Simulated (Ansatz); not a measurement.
C3H10FInSi, SMILES `CC(F)[SiH2][CH2][InH2]`. Charge 0, multiplicity 1. In takes the def2 core potential.

```xyz
16

C    -1.125    1.655    0.227
C    -1.116    0.217    0.669
F    -0.064    0.068    1.644
Si   -0.740   -1.062   -0.705
C     1.040   -0.877   -1.156
In    2.173   -0.420    0.658
H    -1.240    2.330    1.078
H    -1.965    1.816   -0.454
H    -0.206    1.920   -0.302
H    -2.028   -0.027    1.220
H    -1.013   -2.409   -0.136
H    -1.731   -0.796   -1.789
H     1.194   -0.073   -1.879
H     1.416   -1.809   -1.587
H     2.802    1.181    0.802
H     2.602   -1.714    1.711
```

(1) List the harmonic frequencies (cm⁻¹, unscaled) at PBE0-D4/def2-TZVP in Ansatz. (Estimate.)

(2) Is this a minimum?

(3) Give the ideal-gas thermochemistry at 298.15 K and 1 bar (rigid rotor, harmonic oscillator; point group C1, symmetry number 1).

## Answers

(1) Computed: 51, 97, 132, 182, 223, 243, 279, 336, 347, 435, 454, 514, 562, 599, 617, 654, 709, 749, 829, 859, 922, 946, 965, 984, 1047, 1140, 1270, 1327, 1389, 1402, 1470, 1493, 1806, 1819, 2188, 2216, 3048, 3079, 3084, 3127, 3131, 3142.

(2) Yes, all 42 modes are real.

(3) Zero-point energy 298.2 kJ/mol; H(298) − E = 326.7 kJ/mol; entropy 410.3 J/(mol·K), of which translation 175.4, rotation 122.8, vibration 112.2; G(298) − E = 204.3 kJ/mol. Modes under 100 cm⁻¹ are hindered rotations or soft bends, so the harmonic entropy is rough.
